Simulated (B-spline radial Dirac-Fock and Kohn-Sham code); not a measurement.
# Binding energies of Pm³³⁺

System: the Pm³³⁺ ion in the configuration [Ar] 3d10; nuclear rms radius 4.962 fm (A = 145).

Input file task.json (cfg lists n, l and occupation; rrms is the nuclear radius in fm):

```json
{"items": [{
  "Z": 61,
  "q": 33,
  "cfg": [[1, 0, 2], [2, 0, 2], [2, 1, 6], [3, 0, 2], [3, 1, 6], [3, 2, 10]],
  "A": 145,
  "rrms": 4.962,
  "do": ["binding"]
}]}
```

Run with: `python xray_run.py task.json out`

Level of theory: Dirac-Fock (average of configuration) total-energy differences with a finite nucleus, the Breit interaction including its frequency dependence, and self-energy and vacuum-polarisation corrections; an atomic code on a B-spline grid. The model has no electron correlation. Energies are counted from the vacuum level.

All terms are in eV, carry their sign (relaxation lowers the binding energy) and add up to the binding energy; ⟨r⟩ is the mean radius of the orbital in the initial state.

```
  subshell  −ε (Koopmans)  relaxation    Breit     QED  binding energy  ⟨r⟩ (bohr)
    K (1s)        46747.3      -48.55  -121.08  -62.69         46514.9       0.023
   L1 (2s)         8763.9      -18.35   -12.74   -8.44          8724.4       0.098
L2 (2p1/2)         8355.1      -21.80   -21.09    0.35          8312.6       0.082
L3 (2p3/2)         7790.3      -20.12   -13.63   -0.58          7755.9       0.089
   M1 (3s)         2869.3       -2.72    -2.49   -1.94          2862.2       0.255
M2 (3p1/2)         2695.4       -3.20    -4.09    0.03          2688.1       0.244
M3 (3p3/2)         2574.6       -2.82    -2.53   -0.16          2569.1       0.256
M4 (3d3/2)         2282.2       -4.03    -1.85    0.13          2276.5       0.227
M5 (3d5/2)         2256.0       -3.83    -1.22    0.06          2251.0       0.230
```

For the deepest level, K (1s), the Breit terms make up -0.260 % of the binding energy, QED -0.135 % and orbital relaxation -0.104 %.

Spin-orbit splittings: 2p 556.7 eV, 3p 119.0 eV, 3d 25.48 eV.

Going to the tabulated ground configuration of the next ion removes an electron from M5 (3d5/2), computed at 2251.0 eV. NIST lists 2251 ± 5 eV as the ionisation energy of this species (theoretical), -0.01 eV from the computed value, within the stated uncertainty.
